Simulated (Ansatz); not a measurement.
Basis-set extrapolation for `BN=CBCF` (PBE0-D4/def2-TZVP geometry, frozen core, Ansatz). Multiplicity 1, RHF reference.

```
                      def2-TZVPP   def2-QZVPP
                 HF  -282.574254  -282.586950
    MP2 correlation    -0.968442    -1.040322
CCSD(T) correlation    -1.053950      not run
```

Energies in hartree. Use E(X) = E(∞) + A·exp(−7.88·√X) for Hartree–Fock and E(X) = E(∞) + B·X^(−2.97) for correlation, with X = 3 and 4, and add CCSD(T) minus MP2 of the smaller set to the MP2 limit.

Question: What is the CCSD(T) energy at the basis-set limit?

Answer: HF limit: -282.586950 + (-0.012696) × 0.13774 = -282.58870. MP2 limit: -1.040322 + (-0.071880) × 0.74074 = -1.09357. Higher-order term: -1.053950 − (-0.968442) = -0.08551. Total: -283.76778 hartree, 87.6 kcal/mol below CCSD(T)/def2-TZVPP.
